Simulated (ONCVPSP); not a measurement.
## selenium (Se), ONCV: configuration errors across variants

```json
{
  "Element": "Se",
  "Generator": "ONCVPSP 4.0.1",
  "Type": "optimised norm-conserving Vanderbilt (ONCV)",
  "Functional": "PBEsol",
  "Relativity": "scalar-relativistic",
  "Frozen core": "[Ne]",
  "Valence charge": "24",
  "Reference configuration": "3s2 3p6 3d10 4s2 4p4",
  "Partial waves": "3s+4s: rc 0.90 bohr, ncon 3, nbas 7, qcut 14.3 1/bohr, 3 projectors, debl 1.8 Ha; 3p+4p: rc 1.00 bohr, ncon 4, nbas 9, qcut 11.6 1/bohr, 2 projectors; 3d: rc 0.60 bohr, ncon 4, nbas 7, qcut 14.7 1/bohr, 2 projectors, debl 1.9 Ha; f scattering state at 0.17 Ha: rc 0.80 bohr, ncon 4, nbas 8, qcut 14 1/bohr, 2 projectors, debl 0.9 Ha",
  "Local potential": "polynomial inside 0.45 bohr (lpopt 4, dvloc0 0 Ha)",
  "Core correction": "none"
}
```

In the d channel the program set the typed energies aside and used -1.952, 0.250 Ha.

All-electron excitation energies from the reference (eV): (1) 3s2 3p6 3d10 4s2 4p3 10.850; (2) 3s2 3p6 3d10 4s2 4p2 31.217; (3) 3s2 3p6 3d10 4s2 4p1 62.119; (4) 3s1 3p6 3d10 4s2 4p4 224.684.

3 further variants failed, have other tests or too few solved ones, and are left out.

A true bound ghost makes a file unfit for plane-wave use even where its test errors are small: the radial tests pick states by their node count and pass the ghost by.

The file “base” misses its own reference levels by 0.4 eV. The file “d: qcut 14” misses its own reference levels by 0.4 eV. The file “d: qcut 19.4” misses its own reference levels by 0.4 eV. The file “s: ncon 4, nbas 8” misses its own reference levels by 0.4 eV. The file “f: rc 1.04” misses its own reference levels by 0.4 eV. The file “s: nproj 2” misses its own reference levels by 0.4 eV.

Errors AE − PS in meV (a dash: test not solved or not reliable):

| change | (1) | (2) | (3) | (4) | bound ghosts | GHOST(+) flags above zero |
| --- | --- | --- | --- | --- | --- | --- |
| base | +5.5 | +12 | +18 | -280 | p | s, d, f |
| d: qcut 14 | +5.5 | +12 | +18 | -286 | p | s, f |
| d: qcut 19.4 | +5.5 | +12 | +19 | -254 | p | s, f |
| s: ncon 4, nbas 8 | +5.5 | +12 | +18 | -251 | p | s, d, f |
| s: qcut 18; p: qcut 14.6; d: qcut 18.5; f: qcut 17.6 | -0.7 | -2.3 | -4.9 | -73 | none | s |
| p: rc 1.44 | -1.6 | -4.6 | -8.7 | -157 | none | s, d, f |
| f: rc 1.04 | +5.5 | +12 | +18 | -280 | p | s, d |
| s: nproj 2 | +5.5 | +12 | +18 | -280 | p | s, d, f |

Question: Give the same row for: local potential polynomial inside 0.55 bohr (lpopt 4, dvloc0 4 Ha).

Answer: -1.5, -4.2, -7.9, -152; bound ghosts: none; GHOST(+) flags above zero: d, f.
